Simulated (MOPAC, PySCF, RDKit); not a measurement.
Noncovalent pair: C2H4 (SMILES C=C) (first 6 atoms) with CH4O (SMILES CO); geometry from B3LYP-D3(BJ)/def2-TZVP, rigid monomers moved along the line of their centres of mass till C2···H12 is 2.80 Å.
(charge 0, multiplicity 1):
```json
[
 {"atom": "C", "x (Å)": "0.5947", "y (Å)": "-0.2668", "z (Å)": "-0.0486"},
 {"atom": "C", "x (Å)": "-0.6463", "y (Å)": "0.2019", "z (Å)": "-0.0443"},
 {"atom": "H", "x (Å)": "0.8193", "y (Å)": "-1.2824", "z (Å)": "-0.3511"},
 {"atom": "H", "x (Å)": "1.4361", "y (Å)": "0.3478", "z (Å)": "0.2483"},
 {"atom": "H", "x (Å)": "-0.8696", "y (Å)": "1.2185", "z (Å)": "0.2562"},
 {"atom": "H", "x (Å)": "-1.4879", "y (Å)": "-0.4110", "z (Å)": "-0.3431"},
 {"atom": "C", "x (Å)": "0.1475", "y (Å)": "0.3816", "z (Å)": "4.1022"},
 {"atom": "O", "x (Å)": "-0.3176", "y (Å)": "-0.8290", "z (Å)": "3.5312"},
 {"atom": "H", "x (Å)": "1.1842", "y (Å)": "0.6018", "z (Å)": "3.8208"},
 {"atom": "H", "x (Å)": "0.1058", "y (Å)": "0.2643", "z (Å)": "5.1846"},
 {"atom": "H", "x (Å)": "-0.4787", "y (Å)": "1.2383", "z (Å)": "3.8257"},
 {"atom": "H", "x (Å)": "-0.2855", "y (Å)": "-0.7402", "z (Å)": "2.5704"}
]
```

Counterpoise-corrected where a basis set is named; no monomer relaxation. Rows marked so take none. RDKit's UFF carries no charges.

Rows in 3-21G carry no dispersion term and start afresh at each structure. The state reached by PM6, PM7 isn't checked; PM7 holds dispersion and hydrogen-bond terms.

Run with MOPAC for PM6, PM7 (differences of heats of formation); PySCF for 3-21G rows; RDKit for the force fields. 

Question: One of these levels gives -65.7 meV for the interaction energy. Which one is it?
A. PM7
B. PM6
C. UFF
D. HF/3-21G (no counterpoise)

Answer: A, PM7. The others give -25.1 (UFF), -40.4 (PM6), -116.4 (HF/3-21G (no counterpoise))
